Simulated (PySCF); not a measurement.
# Radial density of Rb²⁺ (rubidium, charge +2)

M06-L, [Ar] 3d10 4s2 4p5, 2P determinant. Calculation: PySCF 2.14, in jorge-DZP-DKH (8s6p2d, 36 functions); the spin-free X2C one-electron Hamiltonian (Gaussian nucleus).

```json
{"r (bohr)": "0.0358", "4πr²ρ (e/bohr)": "44.26", "4πr²(ρα − ρβ)": "0.0164"}
{"r (bohr)": "0.0602", "4πr²ρ (e/bohr)": "38.09", "4πr²(ρα − ρβ)": "0.0471"}
{"r (bohr)": "0.101", "4πr²ρ (e/bohr)": "51.80", "4πr²(ρα − ρβ)": "0.0618"}
{"r (bohr)": "0.170", "4πr²ρ (e/bohr)": "47.05", "4πr²(ρα − ρβ)": "0.0022"}
{"r (bohr)": "0.286", "4πr²ρ (e/bohr)": "31.94", "4πr²(ρα − ρβ)": "0.0925"}
{"r (bohr)": "0.482", "4πr²ρ (e/bohr)": "37.09", "4πr²(ρα − ρβ)": "0.0910"}
{"r (bohr)": "0.811", "4πr²ρ (e/bohr)": "11.29", "4πr²(ρα − ρβ)": "0.1220"}
{"r (bohr)": "1.36", "4πr²ρ (e/bohr)": "5.786", "4πr²(ρα − ρβ)": "0.7332"}
{"r (bohr)": "2.29", "4πr²ρ (e/bohr)": "1.906", "4πr²(ρα − ρβ)": "0.3043"}
{"r (bohr)": "3.86", "4πr²ρ (e/bohr)": "0.07057", "4πr²(ρα − ρβ)": "0.0124"}
{"r (bohr)": "6.49", "4πr²ρ (e/bohr)": "0.001081", "4πr²(ρα − ρβ)": "0.0003"}
{"r (bohr)": "10.9", "4πr²ρ (e/bohr)": "0.0001229", "4πr²(ρα − ρβ)": "0.0000"}
{"r (bohr)": "18.4", "4πr²ρ (e/bohr)": "2.600e-05", "4πr²(ρα − ρβ)": "0.0000"}
```

Densities and radii are taken from the X2C orbitals without a picture-change correction, which distorts them close to the nucleus.
